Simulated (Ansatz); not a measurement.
Geometry optimisation of Cd7S7, a nanocrystal cut from zinc blende CdS (bare).

```yaml
crystal:
  periodic: [false, false, false]
  atoms:
    - {symbol: Cd, position_ang: [-3.389820, 1.056640, 0.373510]}
    - {symbol: Cd, position_ang: [0.997360, -3.562040, 0.113980]}
    - {symbol: Cd, position_ang: [-1.825140, -1.707170, -0.946190]}
    - {symbol: Cd, position_ang: [0.810490, -0.823340, 1.951430]}
    - {symbol: Cd, position_ang: [1.724540, 1.818240, -0.953790]}
    - {symbol: Cd, position_ang: [-1.024200, 3.359310, 0.411200]}
    - {symbol: Cd, position_ang: [3.558670, -0.992460, 0.120610]}
    - {symbol: S, position_ang: [-4.031790, -0.935990, -0.799070]}
    - {symbol: S, position_ang: [-3.201600, 3.212160, 1.362900]}
    - {symbol: S, position_ang: [-0.614690, -3.823920, -1.511040]}
    - {symbol: S, position_ang: [2.562630, -2.558900, 1.892750]}
    - {symbol: S, position_ang: [0.960560, 4.023130, -0.758170]}
    - {symbol: S, position_ang: [3.811840, 0.581670, -1.540890]}
    - {symbol: S, position_ang: [-0.338870, 0.352670, 0.282760]}
basis:
  gaussian: {orbitals: def2-SVP}
hamiltonian: {xc: pbe, dispersion: d4}
scf: {lower_state_search: "off"}
output: {orbitals: {seedname: orbitals}}
relax: {f_tol: 0.03, max_steps: 70}
```

```sh
$ ansatz run in.yaml --threads 2 --pin off --events-out ev --progress --plain --max-ram 32768MiB --backend cuda --devices 0, --max-vram 18GiB
```

It prints (some lines left out):

```
Functional definition: PBE
mean field -107753.03181670 eV, -3959.8508816356 hartree, gradient 4.7e-6 eV, S^2 0.000000; 0 other end points of the search recorded, 0 dependent functions left out
relax step   1: F+E_penalty+E_count = -107754.39021311 eV  Δ(F+E_penalty+E_count) = +0.000e0 eV  max|allowed force component| = 5.108e-1 eV/Å  Δτ_max = 0.0000 Å  (36 SCF iters, accepted)
mean field -107753.14717258 eV, -3959.8551208861 hartree, gradient 1.1e-6 eV, S^2 0.000000; 0 other end points of the search recorded, 0 dependent functions left out
relax step   2: F+E_penalty+E_count = -107754.50900945 eV  Δ(F+E_penalty+E_count) = -1.188e-1 eV  max|allowed force component| = 3.063e-1 eV/Å  Δτ_max = 0.1899 Å  (29 SCF iters, accepted)
mean field -107753.19067949 eV, -3959.8567197355 hartree, gradient 2.1e-6 eV, S^2 0.000000; 0 other end points of the search recorded, 0 dependent functions left out
relax step   3: F+E_penalty+E_count = -107754.55102521 eV  Δ(F+E_penalty+E_count) = -4.202e-2 eV  max|allowed force component| = 6.765e-2 eV/Å  Δτ_max = 0.0931 Å  (22 SCF iters, accepted)
mean field -107753.19798362 eV, -3959.8569881574 hartree, gradient 4.6e-6 eV, S^2 0.000000; 0 other end points of the search recorded, 0 dependent functions left out
relax step   4: F+E_penalty+E_count = -107754.55269768 eV  Δ(F+E_penalty+E_count) = -1.672e-3 eV  max|allowed force component| = 1.216e-1 eV/Å  Δτ_max = 0.1999 Å  (22 SCF iters, accepted)
mean field -107753.20000401 eV, -3959.8570624053 hartree, gradient 8.8e-7 eV, S^2 0.000000; 0 other end points of the search recorded, 0 dependent functions left out
relax step   5: F+E_penalty+E_count = -107754.55879383 eV  Δ(F+E_penalty+E_count) = -6.096e-3 eV  max|allowed force component| = 1.216e-1 eV/Å  Δτ_max = 0.0749 Å  (23 SCF iters, accepted)
mean field -107753.19965527 eV, -3959.8570495892 hartree, gradient 1.5e-6 eV, S^2 0.000000; 0 other end points of the search recorded, 0 dependent functions left out
relax step   6: F+E_penalty+E_count = -107754.56120819 eV  Δ(F+E_penalty+E_count) = -2.414e-3 eV  max|allowed force component| = 2.602e-2 eV/Å  Δτ_max = 0.0315 Å  (22 SCF iters, accepted)
Total energy: -107754.56127902 eV, -3959.9070883391 hartree
Atom 0 at    -3.442881     1.104609     0.344540 Å, force     0.000069     0.010971     0.002365 eV/Å
Atom 1 at     1.043468    -3.454644     0.133019 Å, force    -0.004337    -0.009434    -0.017697 eV/Å
Atom 2 at    -1.839791    -1.800214    -0.918364 Å, force    -0.024950     0.003686    -0.012741 eV/Å
Atom 3 at     0.815644    -0.810432     1.926380 Å, force     0.008950    -0.009023    -0.012819 eV/Å
Atom 4 at     1.806876     1.835310    -0.914658 Å, force    -0.002670     0.023752    -0.012243 eV/Å
Atom 5 at    -1.087439     3.444787     0.366368 Å, force    -0.011330     0.000958     0.002748 eV/Å
Atom 6 at     3.446938    -1.059691     0.117365 Å, force     0.008204     0.003102    -0.016282 eV/Å
Atom 7 at    -4.018706    -0.814017    -0.920648 Å, force     0.018422    -0.004232    -0.002350 eV/Å
Atom 8 at    -3.105518     3.109001     1.568208 Å, force     0.008372    -0.007732    -0.000123 eV/Å
Atom 9 at    -0.595109    -3.865043    -1.440064 Å, force     0.014576     0.004407     0.016136 eV/Å
Atom 10 at     2.597901    -2.599946     1.869566 Å, force    -0.015071     0.015454     0.014948 eV/Å
Atom 11 at     0.847085     4.024943    -0.872685 Å, force     0.003606    -0.017319    -0.002368 eV/Å
Atom 12 at     3.850182     0.568771    -1.468028 Å, force    -0.004442    -0.012757     0.014404 eV/Å
Atom 13 at    -0.318670     0.316566     0.208992 Å, force     0.000600    -0.001834     0.026023 eV/Å
Dipole moment:     1.269851    -1.273221     1.118173 e Å
Checks for a lower state left out: stability, starts, cluster_reference, orbital_swaps, neighbouring_geometries, increment
```

Run time 34 s (2 threads of AMD EPYC 7R13 on a shared host and a share (18 GiB) of an NVIDIA H100 80GB HBM3), peak host memory 1 GiB.

In the def2 sets Cd takes a core potential; there is no spin–orbit coupling.
